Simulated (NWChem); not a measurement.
System: fluoroethane (C2H5F); SMILES CCF

Program: NWChem. Pople sets run with spherical d functions. The geometry was optimised at B3LYP/6-31G* (spherical d).

Problem. Among these, which level gives the highest value of “highest occupied level (eV)”?
A) Hartree-Fock/6-311G**
B) Hartree-Fock/6-311++G**
C) Hartree-Fock/STO-3G
D) Hartree-Fock/6-31G*

Solution. C, Hartree-Fock/STO-3G. Values: Hartree-Fock/6-311++G** -13.53; Hartree-Fock/6-311G** -13.45; Hartree-Fock/6-31G* -13.37; Hartree-Fock/STO-3G -10.99
